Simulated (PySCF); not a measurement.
Predicted microwave data (PBE0/pcSseg-1 in PySCF (dipole) on a GFN2-xTB geometry, gas phase) for one isomer of C7H14Si2:

- Rotational constants: A = 1929, B = 655.0, C = 568.4 MHz
- Dipole components: |μa| = 0.53 D, |μb| = 0.31 D, |μc| = 0.23 D
- Inertial defect: -144.42 u·Å²
- κ: -0.87

Task: Which candidate fits, each taken in the one conformer that was computed?
A. `[CH2:1]=[CH:2][CH2:3][C:4]1=[CH:5][Si@@H:6]([CH3:7])[SiH2:8][CH2:9]1` with C1–C2–C3–C4 -114°, C2–C3–C4–C5 -104°
B. `[CH3:1][CH2:2][SiH2:3][C:4]#[C:5][SiH2:6][CH:7]1[CH2:8][CH2:9]1` with C1–C2–Si3–C4 61°, C5–Si6–C7–C8 159°
C. `[SiH3:1][CH2:2][C:3]1=[CH:4][SiH2:5][C@H:6]2[CH2:7][C@@H:8]1[CH2:9]2` with Si1–C2–C3–C4 -98°
D. `[CH2:1]=[CH:2][C@H:3]1[SiH2:4][CH:5]=[C:6]1[CH2:7][CH2:8][SiH3:9]` with C1–C2–C3–Si4 123°, C5–C6–C7–C8 107°, C6–C7–C8–Si9 -177°

Result: A. It is C=CCC1=C[Si@@H](C)[SiH2]C1, an asymmetric top, point group C1. The candidates at the same level (rigid rotor, commonest isotopes):

```
                           SMILES  A (MHz)  B (MHz)  C (MHz)  μa (D)  μb (D)  μc (D)  Δ (u·Å²)  point group                        rotor
      C=C[C@H]1[SiH2]C=C1CC[SiH3]     1884    596.3    478.6    0.18    0.23    0.00    -59.80           C1               asymmetric top
       C=CCC1=C[Si@@H](C)[SiH2]C1     1929    655.0    568.4    0.53    0.31    0.23   -144.42           C1               asymmetric top
           CC[SiH2]C#C[SiH2]C1CC1     2010    435.1    372.0    0.23    1.19    0.03    -54.20           C1  near-prolate asymmetric top
[SiH3]CC1=C[SiH2][C@H]2C[C@@H]1C2     2208    768.0    689.4    0.56    0.79    0.43   -153.83           C1               asymmetric top
```

`CC[SiH2]C#C[SiH2]C1CC1` has C 35 % too low; `C=C[C@H]1[SiH2]C=C1CC[SiH3]` has C 16 % too low; `[SiH3]CC1=C[SiH2][C@H]2C[C@@H]1C2` has C 21 % too high. No structure here is proved a minimum.
